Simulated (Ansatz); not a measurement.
```yaml
crystal:
  periodic: [false, false, false]
  atoms:
    - {symbol: C, position_ang: [-1.762756, 0.645234, -0.007202]}
    - {symbol: Ge, position_ang: [0.137205, 0.270975, -0.199142]}
    - {symbol: C, position_ang: [1.082166, 0.318062, 1.501322]}
    - {symbol: C, position_ang: [0.478006, -1.364646, -1.196813]}
    - {symbol: Br, position_ang: [1.019282, 2.015199, -1.484467]}
    - {symbol: H, position_ang: [-1.908536, 1.603844, 0.491315]}
    - {symbol: H, position_ang: [-2.238151, -0.138532, 0.587242]}
    - {symbol: H, position_ang: [-2.239167, 0.683028, -0.987157]}
    - {symbol: H, position_ang: [0.924856, 1.278803, 1.992173]}
    - {symbol: H, position_ang: [2.151283, 0.176402, 1.341253]}
    - {symbol: H, position_ang: [0.713747, -0.477046, 2.153798]}
    - {symbol: H, position_ang: [0.089737, -2.224349, -0.645623]}
    - {symbol: H, position_ang: [1.549737, -1.496609, -1.347414]}
    - {symbol: H, position_ang: [-0.010508, -1.319665, -2.170486]}
basis:
  gaussian: {orbitals: cc-pVDZ}
hamiltonian: {xc: {name: wB97X-D}, pseudopotentials: {relativity: none}}
```

```sh
$ ansatz run in.yaml --threads 2 --pin off --events-out ev --progress --plain --max-ram 32768MiB --backend cpu
```

Shortened log:

```
Error: YAML parse error: error: line 20 column 19: hamiltonian.xc: no functional is named "wB97X-D"; the names, which are not case-sensitive, are SVWN5, SPW92, PBE, PBE0, PBEsol, revPBE, revPBE0, RPBE, rPW86-PBE, HSE06, wPBEh, LC-wPBE, HISS, HF, BLYP, B3LYP, B3LYP5, BHLYP, CAM-B3LYP, r2SCAN, r2SCANh, r2SCAN0, r2SCAN50, m-r2SCAN, B97, wB97, wB97X, wB97X-V, B97M-V, wB97M-V, B2PLYP, B2GP-PLYP, PBE0-DH, PBE-QIDH
18 | basis:
19 |   gaussian: {orbitals: cc-pVDZ}
20 | hamiltonian: {xc: {name: wB97X-D}, pseudopotentials: {relativity: none}}
```

(1) What is wrong with this run?

## Answers

(1) The method's name isn't one that the program takes here. The program refused the input.

HSE06 is defined as in plane-wave codes.
